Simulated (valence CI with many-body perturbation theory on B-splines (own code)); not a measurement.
Forbidden lines of Eu³¹⁺

Computed by relativistic CI+MBPT: four valence electrons over a frozen Dirac-Fock core [Ar] 3d10, a basis of 11 s, 11 p, 9 d, 7 f, 5 g, 2 h, 1 i functions for each j, with the one-electron correlation potential Σ1 (screened to all orders), the two-electron term Σ2, the three-electron term Σ3, Breit, model QED; selected single and double excitations, second order for the rest (own B-spline code, finite nucleus).

No measured spectrum was set against this ion. As an estimate, large intervals hold to a few tenths of a per cent, small ones and those within an open d or f shell to about a per cent.

Lines 1 to 11 of 11 in falling wavelength, among levels below 2421200 cm⁻¹, chosen from the decays that carry over 1 % of a level's rate. Wavelengths and rates use the calculated energies. Electric multipoles are in the length gauge, E1 and E2 with the static RPA response of the core. S is in atomic units (e²a₀⁴ for E2 and M2, e²a₀⁶ for E3), for M1 in squared Bohr magnetons. Weak lines are less certain than strong ones. Lines between different terms over intervals too small for the method are left out, as are lines whose strength nearly cancels.

Levels are named by their leading jj configuration (3d3/2^4 stands for four electrons in 3d with j = 3/2), which in mixed levels can hold well under half, so a name can repeat and another be missing.

| λ vac (nm) | Upper | Lower | Type | A (s⁻¹) | S (a.u.) |
| --- | --- | --- | --- | --- | --- |
| 375.3 | (4s^2 4p1/2 4p3/2) J=2 | (4s^2 4p1/2 4p3/2) J=1 | M1 | 1.01e+02 | 9.92e-01 |
| 38.00 | (4s^2 4p3/2 4d5/2) J=4 | (4s^2 4p1/2 4d5/2) J=3 | M1 | 2.52e+05 | 4.62e+00 |
| 33.99 | (4s^2 4p1/2 4p3/2) J=1 | (4s^2 4p1/2^2) J=0 | M1 | 3.33e+05 | 1.46e+00 |
| 31.82 | (4s^2 4p3/2^2) J=2 | (4s^2 4p1/2 4p3/2) J=2 | M1 | 2.98e+05 | 1.78e+00 |
| 31.82 | (4s^2 4p3/2^2) J=2 | (4s^2 4p1/2 4p3/2) J=2 | E2 | 8.65e+03 | 1.26e-01 |
| 31.17 | (4s^2 4p1/2 4p3/2) J=2 | (4s^2 4p1/2^2) J=0 | E2 | 4.57e+03 | 6.01e-02 |
| 29.33 | (4s^2 4p3/2^2) J=2 | (4s^2 4p1/2 4p3/2) J=1 | M1 | 3.21e+05 | 1.50e+00 |
| 26.75 | (4s^2 4p3/2^2) J=0 | (4s^2 4p1/2 4p3/2) J=2 | E2 | 2.67e+04 | 3.27e-02 |
| 24.97 | (4s^2 4p3/2^2) J=0 | (4s^2 4p1/2 4p3/2) J=1 | M1 | 9.17e+05 | 5.29e-01 |
| 22.34 | (4s^2 4p3/2 4d5/2) J=4 | (4s 4p1/2 4p3/2^2) J=3 | M1 | 2.08e+04 | 7.74e-02 |
| 12.98 | (4s^2 4p3/2 4d5/2) J=4 | (4s 4p1/2^2 4p3/2) J=2 | E2 | 9.15e+03 | 2.71e-03 |
